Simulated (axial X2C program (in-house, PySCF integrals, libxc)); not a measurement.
# Ionising InF

All values come from calculations with an axial X2C code built on PySCF integrals, spin-free (one-electron X2C) or two-component (2c: spin–orbit coupling with atomic mean-field Coulomb and Gaunt terms, which also bring small scalar terms), in Dyall basis sets with cores contracted in-house; open shells are unrestricted.

Basis sets: F dyall-av3z, In dyall-cv3z.

| Hamiltonian | level | InF state | Re (Å) | ωe (cm⁻¹) | De (eV) |
| --- | --- | --- | --- | --- | --- |
| spin-free | PBE0 | M_S = 0, Λ = 0 | 1.995 | 524.5 | 5.44 |
| 2c | PBE0 | Ω = 0 | 1.995 | 524.4 | n/a |

Adiabatic ionisation energy (minimum to minimum, no zero-point term) and constants of InF⁺:

```tsv
Hamiltonian	level	InF⁺ state	IE (eV)	Re (Å)	ωe (cm⁻¹)	De (eV)	fragments
spin-free	PBE0	M_S = 1/2, Λ = 0	9.88	1.908	585.2	1.19	In+ + F
2c	PBE0	Ω = 1/2	9.88	1.909	585.3	1.20	In+ + F
```

Question: Add the zero-point terms to the ionisation energy at PBE0, 2c, and say whether the electron removed was bonding.

Answer: IE0 = IE + (ωe⁺ − ωe)/2 = 9.88 + (0.004) = 9.88 eV. Re changes by -0.086 Å, so the bond shortens, as on loss of an antibonding or a polarising non-bonding electron.

Each entry is the lowest single determinant of a limited PBE0 search at one distance. De goes to single-determinant-based atoms at the same level (for ions the charge split of lowest energy) and is withheld (n/a) where an atom does not fit its ground term or J level. Main or longest-lived isotopes. Some light 2c atoms are not at their ground J level, so De misses part of their lowering (0.04 eV or less). The functionals have no current term, which raises determinants with orbital currents.
